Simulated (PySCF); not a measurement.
[Al(OH)4]- (charge -1).
SMILES: `[OH][Al-]([OH])([OH])[OH]`

The closed-shell ground state was solved at several levels (PySCF, density fitting, gas phase, non-relativistic). Geometry: PBE0-D3(BJ)/def2-SVP; no solvent, vibrations or thermal averaging. No diffuse functions stand in pcSseg-1 (pcSseg-2 on Al), which bears on an anion's orbital energies.

```csv
level,basis functions,HOMO (eV),LUMO (eV),gap (eV)
PBE0/pcSseg-1 (pcSseg-2 on Al),131,-2.64,5.62,8.26
B3LYP/pcSseg-1 (pcSseg-2 on Al),131,-2.34,5.26,7.60
B3LYP/def2-SVPD,148,-2.89,3.42,6.31
```

(1) Estimate the row for PBE/pcSseg-1 (pcSseg-2 on Al), a basis of 131 functions; the other rows only guide the guess.

(2) Over all these levels, which gives the widest orbital gap and which the narrowest?

(3) In the pcSseg-1 (pcSseg-2 on Al) basis, how does the gap go with the fixed share of exact exchange?

Results:

(1) HOMO -0.90 eV, LUMO 4.70 eV, gap 5.60 eV.

(2) PBE0/pcSseg-1 (pcSseg-2 on Al) (global hybrid, 25 % exact exchange) has the widest, 8.26 eV, and PBE/pcSseg-1 (pcSseg-2 on Al) (GGA) the narrowest, 5.60 eV. The two share the basis. From the narrowest to the widest the HOMO moves by -1.74 eV and the LUMO by +0.92 eV.

(3) PBE (0 %) 5.60 eV; B3LYP (20 %) 7.60 eV; PBE0 (25 %) 8.26 eV. Each rise in the share widens the gap here.
